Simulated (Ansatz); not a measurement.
These are frozen-core CCSD(T)/cc-pVTZ // PBE0-D3(BJ)/def2-TZVP in Ansatz (a first-principles code) values and carry that method's errors.

Ansatz 0.2 input:
```yaml
crystal:
  periodic: [false, false, false]
  atoms:
    - { symbol: C, position_ang: [-1.081432, 0.389881, -0.199069] }
    - { symbol: C, position_ang: [0.3049, 0.413068, 0.350153] }
    - { symbol: O, position_ang: [0.762032, 1.279477, 1.051171] }
    - { symbol: C, position_ang: [1.217831, -0.760674, -0.008366] }
    - { symbol: O, position_ang: [0.870083, -1.678273, -0.694576] }
    - { symbol: H, position_ang: [-1.628852, 1.270335, 0.129871] }
    - { symbol: H, position_ang: [-1.590635, -0.522418, 0.12236] }
    - { symbol: H, position_ang: [-1.044184, 0.346362, -1.290801] }
    - { symbol: H, position_ang: [2.2321, -0.675956, 0.431095] }
basis:
  gaussian: { orbitals: cc-pVTZ }
correlation:
  method: ccsd_t
```

Output:

```
Functional definition: HF
1205 factors; integrals over basis functions are off by at most 1.0e-3 eV
mean field evaluation 1: about -7226.2544 eV, gradient 4.6e1 eV
mean field evaluation 2: about -7226.5327 eV, gradient 4.7e1 eV
mean field evaluation 4: about -7231.0252 eV, gradient 4.8e0 eV
mean field evaluation 8: about -7231.1315 eV, gradient 5.9e-1 eV
mean field evaluation 16: about -7231.1341 eV, gradient 1.8e-6 eV
mean field -7231.13413316 eV, -265.7392779550 hartree, gradient 1.8e-6 eV, S^2 0.000000; 0 other end points of the search recorded, 0 dependent functions left out
5 core orbitals not correlated
reference -7231.13413316 eV, -265.7392779550 hartree; 14, 14 occupied and 187, 187 virtual orbitals, 1205 factors
second order -25.55783085 eV of doubles, -0.00000000 eV of singles
cycle   1  -25.22018228 eV  change    3.4e-1 eV  update   1.2e-1
cycle   2  -25.91458823 eV  change   -6.9e-1 eV  update   4.1e-2
cycle   3  -26.09880092 eV  change   -1.8e-1 eV  update   2.0e-2
cycle   4  -26.07793059 eV  change    2.1e-2 eV  update   4.9e-3
cycle   5  -26.07755568 eV  change    3.7e-4 eV  update   2.2e-3
cycle   6  -26.07921264 eV  change   -1.7e-3 eV  update   7.0e-4
cycle   7  -26.07885527 eV  change    3.6e-4 eV  update   2.8e-4
cycle   8  -26.07878606 eV  change    6.9e-5 eV  update   8.6e-5
cycle   9  -26.07881038 eV  change   -2.4e-5 eV  update   3.1e-5
perturbative correction -1.15621053 eV, -0.0424899532 hartree
Total energy: -7258.36915408 eV, -266.7401465129 hartree
```

Cost: about 2.6 core-minutes (a rough figure).
